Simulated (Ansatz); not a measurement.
Born–Oppenheimer molecular dynamics of BH5N2O (9 atoms, charge 0, multiplicity 1). It starts from a relaxed structure.

The calculation used RKS r2SCAN-D4/def2-SVP (Ansatz 0.2.0).

```json
{
  "ensemble": "NVT, Langevin thermostat",
  "time step": "0.5 fs",
  "steps asked": "150",
  "set temperature": "2000 K",
  "friction": "0.01 /fs",
  "temperature schedule": "37 steps to 2000 K, then 113 steps to 6000 K",
  "seed": "827792"
}
```

First frame:

```xyz
9
Properties=species:S:1:pos:R:3
B 0.087 -0.177 0.002
N -0.022 0.101 1.399
H -0.878 0.002 1.927
H 0.741 0.466 1.952
N 1.302 0.022 -0.707
H 1.367 -0.186 -1.693
H 2.152 0.381 -0.300
O -0.984 -0.662 -0.731
H -1.772 -0.793 -0.196
```

Q: How far do the bonds stretch over the last three quarters of this one trajectory? (Pairs bonded in most of those frames.)

A: 
```csv
bond,mean (Å),spread (Å),shortest,longest
B1–N2,1.441,0.059,1.38,1.58
B1–N5,1.447,0.065,1.35,1.56
B1–O8,1.405,0.081,1.25,1.60
N2–H3,1.026,0.045,0.94,1.10
N2–H4,1.015,0.029,0.95,1.09
N5–H6,1.033,0.055,0.94,1.14
N5–H7,1.029,0.046,0.95,1.14
O8–H9,0.993,0.092,0.84,1.13
```

Mean temperature of the second half: 1425 K. The schedule's set-point averaged 4673 K over the second half and the system 1425 K, so it lags behind the ramp. A run of 0.075 ps of so small a system gives no equilibrium averages.

The run took 5.1 min on 2 threads of Arm Neoverse V1 (shared host), peak memory 0.12 GiB.
